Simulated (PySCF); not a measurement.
**Low-lying terms of Ga⁺ (gallium, charge +1)**

Ground state [Ar] 3d10 4s2, ¹S. Computed with PySCF 2.14 in x2c-TZVPall with one added diffuse shell each of s, p, d type (7s6p5d1f, 57 functions), with scalar relativity by spin-free X2C-1e. Vertical excitation energies in eV without spin-orbit coupling; excited terms of each kind are numbered among those the solver found. Frozen: [Ar].

| term | leading excitation | EOM-EE-CCSD | measured centre of gravity (NIST) |
| --- | --- | --- | --- |
| 1 3P° | 4s → p | 5.711 | 5.986 (4s4p) |
| 1 1P° | 4s → p | 8.723 | 8.766 (4s4p) |
| 1 3S | 4s → s | 12.424 | 12.763 (4s5s) |
| 1 1S | 4s → s | 12.889 | 13.224 (4s5s) |
| 1 1D | 4s → d | 13.104 | n/a |
| 1 3D | 4s → d | 13.799 | 14.116 (4s4d) |
| 2 3P° | 4s → p | 14.471 | n/a |
| 2 1P° | 4s → p | 14.731 | n/a |
| 2 3D | 4s → d | 18.436 | n/a |
| 2 1D | 4s → d | 19.351 | n/a |

Only the lower part of the computed list is shown. Doubly excited terms such as np² are absent. The solver can miss terms. Rydberg members are limited by the diffuse functions of the basis.
